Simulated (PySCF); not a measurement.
N⁺ (nitrogen, charge +1) across methods

[He] 2s1 2p2 3s1, high-spin 5P determinant (an excited configuration). Calculation: PySCF 2.14, in aug-cc-pVQZ; the non-relativistic Hamiltonian (point nucleus).

```tsv
method	E (hartree)	mean ε 2s α (eV)	mean ε 2p α (eV)	mean ε 3s α (eV)	Σ⟨r²⟩ (bohr²)	⟨S²⟩
LDA	-52.6610	-42.491	-31.182	-9.006	20.51	6.000
r2SCAN	-53.1284	-44.074	-32.238	-8.985	20.86	6.000
wB97M-V	-53.1310	-47.796	-35.858	-11.037	20.46	6.000
TPSS	-53.1422	-43.267	-31.527	-8.917	20.71	6.000
B3LYP	-53.1253	-45.047	-33.193	-9.343	20.61	6.000
r2SCANh	-53.1285	-45.152	-33.123	-9.209	20.84	6.000
UHF	-53.03526	-54.818	-40.917	-11.009	21.01	6.000
PBE0	-53.0870	-45.878	-33.801	-9.548	20.67	6.000
```

Question: Estimate the same row for PBE.

Answer: E (hartree) = -53.0736; mean ε 2s α (eV) = -42.761; mean ε 2p α (eV) = -31.299; mean ε 3s α (eV) = -8.952; Σ⟨r²⟩ (bohr²) = 20.55; ⟨S²⟩ = 6.000.

The outer electron is Rydberg-like, and this basis confines it to a smaller radius and binds it less than a complete one would.
